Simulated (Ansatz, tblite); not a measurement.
Removing and adding an electron: the cluster Zn₂Se₂ (the lowest singlet isomer of a short search). The state is a singlet with charge 0. Geometry: B3LYP-D4/def2-SVP. Ansatz, gas phase; energy differences of separate SCF runs; the oxidised species was run as a doublet alone; the reduced species was run as a doublet alone.

```csv
atom,x (Å),y (Å),z (Å)
Zn1,0.1354,1.1829,0.3547
Zn2,-0.1379,-1.1823,-0.3556
Se3,-0.7332,-0.4653,1.8309
Se4,0.7358,0.4647,-1.8301
```

The xTB rows come from tblite. The structure comes from a short search, and lower isomers may exist.

```csv
level,−HOMO (eV),vertical IE (eV),−LUMO (eV),vertical EA (eV),HOMO–LUMO gap (eV),IE − EA (eV)
GFN1-xTB,9.49,12.56,7.05,4.36,2.45,8.20
GFN2-xTB,10.91,13.37,8.89,6.60,2.02,6.77
r2SCAN-D4/def2-TZVP,5.63,8.13,3.74,–,1.89,–
r2SCAN-D4/def2-TZVPD,5.65,–,3.76,1.96,1.89,–
```

Question: Estimate the rows for PBE-D4/def2-TZVP, PBE-D4/def2-TZVPD, PBE0-D4/def2-TZVP, PBE0-D4/def2-TZVPD.

Answer: 
```
             level  −HOMO (eV)  vertical IE (eV)  −LUMO (eV)  vertical EA (eV)  HOMO–LUMO gap (eV)  IE − EA (eV)                       remarks
  PBE-D4/def2-TZVP        5.41              8.02        3.91                 –                1.51             –                             –
 PBE-D4/def2-TZVPD        5.45                 –        3.93              1.84                1.52             –  HOMO above zero (-1 doublet)
 PBE0-D4/def2-TZVP        6.39              8.18        3.16                 –                3.23             –                             –
PBE0-D4/def2-TZVPD        6.42                 –        3.19              1.78                3.24             –                             –
```

   A HOMO above zero means that the electron is unbound at that level or that self-interaction error raises the level; the energy of removing that electron tells which. Raw xTB energy differences between charge states are shifted by several eV; the methods need an empirical correction for them.
